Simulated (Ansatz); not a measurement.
Mulliken charges of CH4BGaO2, SMILES `[OH][Ga]1[BH]O[CH2]1` from B3LYP/def2-TZVPP in Ansatz (PBE0-D4/def2-TZVP geometry).

| atom | x (Å) | y (Å) | z (Å) | charge (e) |
| --- | --- | --- | --- | --- |
| O1 | -0.141 | 2.668 | -0.180 | -0.432 |
| Ga2 | 0.206 | 0.921 | -0.223 | 0.364 |
| B3 | 1.299 | -0.808 | -0.735 | 0.083 |
| O4 | 0.383 | -1.546 | -0.085 | -0.205 |
| C5 | -0.698 | -0.762 | 0.515 | -0.240 |
| H6 | -0.939 | 2.905 | 0.298 | 0.173 |
| H7 | 2.238 | -1.312 | -1.274 | 0.038 |
| H8 | -0.704 | -0.957 | 1.590 | 0.110 |
| H9 | -1.644 | -1.108 | 0.093 | 0.110 |

Q: By hand: the dipole of these point charges (1 e Å = 4.8032 D).

A: Σ q r = (-0.003, -0.159, 0.018) e Å, of length 0.160 e Å = 0.77 D.

Q: How does the dipole of the full density compare? (Estimate.)

A: Computed: (-0.308, 0.038, 0.190) e Å, 1.75 D; the point charges give 0.44 times that, at 92° from its direction.

Point charges leave out the atoms' own dipoles, such as those of lone pairs, and Mulliken's split depends on the basis, so the two needn't agree.

B3LYP here is the variant with VWN-RPA as its local correlation; programs differ in this.
